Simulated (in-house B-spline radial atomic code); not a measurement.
A run on neutral terbium that did not converge. Method: scalar-relativistic (X2C) B97-1, spin-polarised, spherical fractional occupations, Fermi nucleus of rms radius 5.06 fm; computed with a B-spline radial code for spherical atoms.

Command:
```bash
python run_scf.py task.json out
```
Settings (nuclear radius in fm, mass in u):
```
Z                65
configuration    [Xe] 4f9 6s2
hamiltonian      x2c
method           b97_1
spin_polarised   True
nucleus          fermi
rms_radius       5.06
atomic_mass      158.92535
speed_of_light   137.035999084
```

First and last ten iterations of the last attempt (damped for 15 steps, keeping 80 % of the old Fock matrix, then DIIS):
```
 iter        energy (Eh)    residual
    1      -11663.706056    7.04e-01
    2      -11669.120457    1.24e+00
    3      -11688.446823    7.94e-01
    4      -11698.812619    4.86e-01
    5      -11703.995823    3.09e-01
    6      -11706.396864    2.04e-01
    7      -11707.433356    1.33e-01
    8      -11707.864042    8.38e-02
    9      -11708.048227    5.69e-02
   10      -11708.135032    4.15e-02
  111      -11706.824065    1.07e-01
  112      -11706.846158    1.06e-01
  113      -11706.838505    1.07e-01
  114      -11706.824271    1.07e-01
  115      -11706.838669    1.07e-01
  116      -11706.841495    1.07e-01
  117      -11706.839623    1.07e-01
  118      -11706.862822    1.06e-01
  119      -11706.833820    1.07e-01
  120      -11619.994705    5.64e-01
 not converged after 120 iterations
```

The smallest residual met was 3.3e-03; the threshold is about 6e-07. No energy from this run should be used. Time taken, with all properties: 5.3 s on 1 thread of Arm Neoverse V2, with other jobs on the host.
